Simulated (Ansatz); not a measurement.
`N=C[SiH2]F` → `C=N` + `F[SiH]`  (silylene formation by 1,1-elimination)

Program: Ansatz. Geometries: PBE0-D4/def2-TZVP. ΔE: electronic, gas phase. CBS: MP2 limit from def2 TZ/QZ plus the TZ coupled-cluster correction, frozen cores. This one scheme is used for every species. DFT in def2-TZVPP. B3LYP here is the variant with VWN-RPA as its local correlation; programs differ in this. HSE06 is defined as in plane-wave codes. Each species was taken in one conformer, which may not be the lowest.

`N=C[SiH2]F`:

Cartesian coordinates in Å:
```
N -0.484 1.236 -1.277
C 0.304 0.316 -0.896
Si 0.149 -0.603 0.738
F -1.125 0.028 1.474
H -1.212 1.413 -0.580
H 1.119 0.059 -1.584
H -0.093 -2.051 0.529
H 1.342 -0.397 1.595
```

`C=N`:

Cartesian coordinates in Å:
```
C 0.152 -0.189 0.305
N 0.039 0.035 -0.930
H -0.398 0.339 1.092
H 0.845 -0.965 0.638
H -0.638 0.780 -1.105
```

`F[SiH]`:

```xyz
3

F     0.177   -1.198   -0.271
Si    0.584    0.257    0.290
H    -0.761    0.941   -0.019
```

```json
{"level": "LDA (SPW92)", "ΔE (kcal/mol)": "52.4", "difference from CCSD(T)/CBS": "6.1"}
{"level": "PBE-D4", "ΔE (kcal/mol)": "46.1", "difference from CCSD(T)/CBS": "-0.2"}
{"level": "revPBE-D4", "ΔE (kcal/mol)": "45.3", "difference from CCSD(T)/CBS": "-1.0"}
{"level": "BLYP-D4", "ΔE (kcal/mol)": "42.1", "difference from CCSD(T)/CBS": "-4.2"}
{"level": "r2SCAN-D4", "ΔE (kcal/mol)": "51.1", "difference from CCSD(T)/CBS": "4.8"}
{"level": "B97M-V", "ΔE (kcal/mol)": "45.7", "difference from CCSD(T)/CBS": "-0.6"}
{"level": "PBE0-D4", "ΔE (kcal/mol)": "48.6", "difference from CCSD(T)/CBS": "2.3"}
{"level": "B3LYP-D4", "ΔE (kcal/mol)": "44.7", "difference from CCSD(T)/CBS": "-1.6"}
{"level": "r2SCANh-D4", "ΔE (kcal/mol)": "51.3", "difference from CCSD(T)/CBS": "5.0"}
{"level": "r2SCAN0-D4", "ΔE (kcal/mol)": "51.6", "difference from CCSD(T)/CBS": "5.3"}
{"level": "HSE06-D4", "ΔE (kcal/mol)": "48.5", "difference from CCSD(T)/CBS": "2.2"}
{"level": "BHLYP-D4", "ΔE (kcal/mol)": "47.6", "difference from CCSD(T)/CBS": "1.3"}
{"level": "CAM-B3LYP-D4", "ΔE (kcal/mol)": "46.4", "difference from CCSD(T)/CBS": "0.1"}
{"level": "ωB97X-V", "ΔE (kcal/mol)": "48.2", "difference from CCSD(T)/CBS": "1.9"}
{"level": "ωB97M-V", "ΔE (kcal/mol)": "44.4", "difference from CCSD(T)/CBS": "-1.9"}
{"level": "B2PLYP", "ΔE (kcal/mol)": "44.8", "difference from CCSD(T)/CBS": "-1.5"}
{"level": "PBE", "ΔE (kcal/mol)": "44.4", "difference from CCSD(T)/CBS": "-1.9"}
{"level": "BLYP", "ΔE (kcal/mol)": "38.5", "difference from CCSD(T)/CBS": "-7.8"}
{"level": "r2SCAN", "ΔE (kcal/mol)": "50.7", "difference from CCSD(T)/CBS": "4.4"}
{"level": "PBE0", "ΔE (kcal/mol)": "47.2", "difference from CCSD(T)/CBS": "0.9"}
{"level": "B3LYP", "ΔE (kcal/mol)": "42.0", "difference from CCSD(T)/CBS": "-4.3"}
{"level": "r2SCANh", "ΔE (kcal/mol)": "50.9", "difference from CCSD(T)/CBS": "4.6"}
{"level": "r2SCAN0", "ΔE (kcal/mol)": "51.1", "difference from CCSD(T)/CBS": "4.8"}
{"level": "HSE06", "ΔE (kcal/mol)": "47.2", "difference from CCSD(T)/CBS": "0.9"}
{"level": "BHLYP", "ΔE (kcal/mol)": "45.4", "difference from CCSD(T)/CBS": "-0.9"}
{"level": "CAM-B3LYP", "ΔE (kcal/mol)": "45.0", "difference from CCSD(T)/CBS": "-1.3"}
{"level": "LC-ωPBE", "ΔE (kcal/mol)": "49.5", "difference from CCSD(T)/CBS": "3.2"}
{"level": "RPA@PBE/def2-TZVPP", "ΔE (kcal/mol)": "40.7", "difference from CCSD(T)/CBS": "-5.6"}
{"level": "HF/def2-SVP", "ΔE (kcal/mol)": "42.8", "difference from CCSD(T)/CBS": "-3.5"}
{"level": "CCSD/def2-SVP", "ΔE (kcal/mol)": "41.8", "difference from CCSD(T)/CBS": "-4.5"}
{"level": "CCSD(T)/def2-SVP", "ΔE (kcal/mol)": "42.4", "difference from CCSD(T)/CBS": "-3.9"}
{"level": "HF/def2-TZVPP", "ΔE (kcal/mol)": "43.3", "difference from CCSD(T)/CBS": "-3.0"}
{"level": "MP2/def2-TZVPP", "ΔE (kcal/mol)": "48.8", "difference from CCSD(T)/CBS": "2.5"}
{"level": "SCS-MP2/def2-TZVPP", "ΔE (kcal/mol)": "46.4", "difference from CCSD(T)/CBS": "0.1"}
{"level": "CCSD/def2-TZVPP", "ΔE (kcal/mol)": "44.2", "difference from CCSD(T)/CBS": "-2.1"}
{"level": "CCSD(T)/def2-TZVPP", "ΔE (kcal/mol)": "44.9", "difference from CCSD(T)/CBS": "-1.4"}
{"level": "HF/def2-QZVPP", "ΔE (kcal/mol)": "43.2", "difference from CCSD(T)/CBS": "-3.1"}
{"level": "MP2/def2-QZVPP", "ΔE (kcal/mol)": "49.6", "difference from CCSD(T)/CBS": "3.3"}
{"level": "HF/CBS(def2)", "ΔE (kcal/mol)": "43.2", "difference from CCSD(T)/CBS": "-3.1"}
{"level": "CCSD/CBS(def2)", "ΔE (kcal/mol)": "45.6", "difference from CCSD(T)/CBS": "-0.7"}
{"level": "CCSD(T)/CBS", "ΔE (kcal/mol)": "46.3", "difference from CCSD(T)/CBS": "0"}
```

Largest T1 diagnostic among the species: 0.015.

Leaving LDA and LC-ωPBE aside and taking each functional with its dispersion term where it has one, the values spread over 9.6 kcal/mol, from BLYP-D4 to r2SCAN0-D4. LDA lies +8.0 kcal/mol from PBE without D4. From BLYP to BHLYP (50 % exact exchange), in def2-TZVPP and without D4, ΔE moves by +7.0 kcal/mol. The D4 term adds +2.7 kcal/mol with B3LYP and +1.4 kcal/mol with PBE0; it sums over pairs of atoms, weighted by their polarisabilities, and B3LYP, whose exchange is more repulsive, gets the larger term.
